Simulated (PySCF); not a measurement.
Delta-SCF ions had no search for a lower state. Excitations are Tamm–Dancoff values on a coarser integration grid. The basis has no diffuse functions, so Rydberg states are missing or too high.

Z-matrix (Å, degrees):
```
Ge
H 1 1.5392
H 1 1.5420 2 109.83
C 1 2.0039 2 107.33 3 -118.94
O 4 1.2009 1 121.74 2 -40.02
H 4 1.1265 5 120.55 1 178.50
Ge 1 2.4259 2 110.15 3 122.26
H 7 1.5405 1 110.81 2 -173.00
N 7 1.8433 8 106.44 1 -115.73
H 9 1.0171 7 113.89 8 -179.27
H 9 1.0176 10 108.00 7 -127.42
H 7 1.5504 8 108.47 9 -124.38
```
Charge 0, multiplicity 1.

Task: Give the LUMO, dipole moment, S1 oscillator strength, S1–T1 gap (TDA), vertical ionisation energy (Delta-SCF), HOMO, S1 excitation (TDA) and total energy at the level PySCF with PBE0-D4/def2-TZVP // PBE0-D4/def2-SVP.

Result: 
```
Quantity                                       Result
--------------------------------------  -------------
LUMO                                         -1.56 eV
dipole moment                                  2.00 D
S1 oscillator strength                          0.007
S1–T1 gap (TDA)                               0.73 eV
vertical ionisation energy (Delta-SCF)        8.82 eV
HOMO                                         -6.92 eV
S1 excitation (TDA)                           3.33 eV
total energy                            -4325.6464 Ha
```
